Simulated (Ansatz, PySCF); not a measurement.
CH₅FO₂Si₂, SMILES O=CO[Si@@H](F)[SiH3]. Atoms are numbered in the order given.

```xyz
11

O      1.3557     1.0543     1.2536
C      1.8368     0.9524     0.1566
O      1.2560     0.3445    -0.8852
Si    -0.2438    -0.4837    -0.7919
F      0.1254    -2.0397    -0.4931
Si    -1.6203     0.3374     0.9176
H      2.8277     1.3634    -0.1280
H     -0.7533    -0.4001    -2.1805
H     -3.0197    -0.0990     0.6221
H     -1.5755     1.8255     0.9102
H     -1.1991    -0.2208     2.2278
```
Charge 0, spin multiplicity 1.

Coordinates come from a B3LYP-D3(BJ)/def2-SVP optimisation. The structure was generated by enumeration; whether it is a known compound was not checked. The values are those of a single conformer.

Two levels are set side by side: PBE-D3(BJ)/def2-SVP (Ansatz, a first-principles code) and B3LYP-D3(BJ)/def2-SVP (Ansatz). Each level has its own optimised geometry; the coordinates shown are those of the second. Frequencies come from the Hessian of PySCF at each geometry. Differences are taken from unrounded values.

```
quantity                            B3LYP-D3(BJ)
----------------------------------  ------------
mean bond length (Å)                       1.529
bond O1–C2 (Å)                             1.202
bond C2–O3 (Å)                             1.339
bond O3–Si4 (Å)                            1.716
bond Si4–F5 (Å)                            1.627
bond Si4–Si6 (Å)                           2.343
bond C2–H7 (Å)                             1.110
bond Si4–H8 (Å)                            1.482
bond Si6–H9 (Å)                            1.495
bond Si6–H10 (Å)                           1.489
bond Si6–H11 (Å)                           1.485
highest harmonic wavenumber (cm⁻¹)          3045
mean harmonic wavenumber (cm⁻¹)             1003
zero-point energy (kcal/mol)               38.70
```

What does PBE-D3(BJ) give, and how far is it from B3LYP-D3(BJ)? (The exact figures need the calculation; the answer reports its results.)


```tsv
quantity	PBE-D3(BJ)	PBE-D3(BJ) minus B3LYP-D3(BJ)
mean bond length (Å)	1.540	0.012
bond O1–C2 (Å)	1.213	0.011
bond C2–O3 (Å)	1.347	0.008
bond O3–Si4 (Å)	1.735	0.019
bond Si4–F5 (Å)	1.638	0.011
bond Si4–Si6 (Å)	2.346	0.003
bond C2–H7 (Å)	1.119	0.010
bond Si4–H8 (Å)	1.496	0.014
bond Si6–H9 (Å)	1.509	0.014
bond Si6–H10 (Å)	1.502	0.013
bond Si6–H11 (Å)	1.498	0.013
highest harmonic wavenumber (cm⁻¹)	2962	-83
mean harmonic wavenumber (cm⁻¹)	969	-34
zero-point energy (kcal/mol)	37.41	-1.29
```

GGA bonds tend to be longer and softer than those of functionals with exact exchange. Differences between two approximate levels are no errors against the true value.
